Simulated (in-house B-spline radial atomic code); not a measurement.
What moves the levels of P II (P+) ([Ne] 3s2 3p2)? Method: Dirac-Hartree-Fock, average of configuration, Fermi nucleus of rms radius 3.1889 fm. Calculated with a B-spline radial code for spherical atoms.

Baseline run (computed): total energy -341.1701 hartree, 1s1/2 at -80.62788 hartree, 3p3/2 at -18.883 eV with <r> = 2.148 bohr.

Scaling the speed of light c (a factor of 100 is close to the non-relativistic limit):

```csv
c/c0,ΔE (hartree),3p3/2 level (eV),3p3/2 <r> (bohr)
0.9,-0.20001,-18.8749,2.149
0.98,-0.035118,-18.8815,2.148
1.02,0.033057,-18.8842,2.148
1.2,0.25971,-18.8932,2.148
100,0.84645,-18.9166,2.147
```

Changing the nucleus:

| nucleus | ΔE (eV) |
| --- | --- |
| Gaussian nucleus of rms radius 0.01 fm | -0.00742 |
| Fermi nucleus of rms radius 3.1251 fm | -0.000292 |
| Fermi nucleus of rms radius 3.2527 fm | 0.000298 |

A larger nucleus binds the electrons less, roughly as the density at the nucleus times the change of the nuclear <r²>. A radius of 0.01 fm is nearly a point.

**Question.** The nuclear charge is raised by 0.1. What does the Hellmann-Feynman theorem predict for the energy, and what is found?

**Answer.** dE/dZ ≈ -Σ<1/r>, which is -53.9821 at the start and -54.4362 at the end; their mean times 0.1 is -5.4209 hartree, and the two runs differ by -5.4209 hartree.
